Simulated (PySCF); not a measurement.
These 2 structures share the formula C3H6BFO. Level of theory: PySCF 2.14.0, PBE0-D3(BJ)/def2-SVP geometry optimisation, gas phase. One conformer each; no zero-point energy, no entropy. No frequencies were run at this level. Point groups hold within 0.08 Å.

Problem. Rank from lowest to highest electronic energy at this level (kcal/mol).
A. `[CH2:1]=[C:2]([F:3])[O:4][BH:5][CH3:6]` with C1–C2–O4–B5 172°, C2–O4–B5–C6 179°
B. `[BH2:1]/[C:2]([F:3])=[CH:4]/[O:5][CH3:6]` with C2–C4–O5–C6 178°

Solution. A (0.0), B (51.1).

As drawn, the lower has a B–O bond, which the higher lacks.

```csv
SMILES,E (Eh),E rel (kcal/mol),dipole (D),point group,"A, B, C (MHz)"
C=C(F)OBC,-317.28117,0.0,0.68,near Cs,"9117, 2018, 1671"
B/C(F)=C/OC,-317.19971,51.1,4.32,near Cs,"8497, 2066, 1680"
```

Problem. How do the relative energies change in single points at B3LYP/pcSseg-2 (no added dispersion term) on the same geometries?

Solution. 
| SMILES | PBE0-D3(BJ)/def2-SVP (kcal/mol) | B3LYP/pcSseg-2 (kcal/mol) | shift |
| --- | --- | --- | --- |
| C=C(F)OBC | 0.0 | 0.0 | 0.0 |
| B/C(F)=C/OC | 51.1 | 48.1 | -3.0 |

Each column counts from its own lowest isomer. The order is unchanged; the largest shift is 3.0 kcal/mol.
